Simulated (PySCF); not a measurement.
trifluoro(fluorosilyloxy)silane (F₄H₂OSi₂), SMILES F[SiH2]O[Si](F)(F)F. Geometry optimised at PBE-D3(BJ)/def2-SVP. Other conformers were not sampled.

Computed equilibrium geometry at PBE-D3(BJ)/def2-SVP (PySCF confirms it by a frequency run) as bond lengths and angles (one conformer of several):
Atoms: Si1 F2 O3 Si4 F5 F6 F7 H8 H9. Bond lengths (Å): Si1–F2 1.630, Si1–O3 1.674, Si1–H8 1.494, Si1–H9 1.490, O3–Si4 1.632, Si4–F5 1.608, Si4–F6 1.611, Si4–F7 1.607. Angles (°): F2–Si1–O3 108.4, F2–Si1–H8 108.1, F2–Si1–H9 109.1, O3–Si1–H8 109.6, O3–Si1–H9 106.9, H8–Si1–H9 114.6, Si1–O3–Si4 141.2, O3–Si4–F5 110.0, O3–Si4–F6 110.6, O3–Si4–F7 110.9, F5–Si4–F6 108.5, F5–Si4–F7 108.2, F6–Si4–F7 108.5.
Charge 0, spin multiplicity 1.
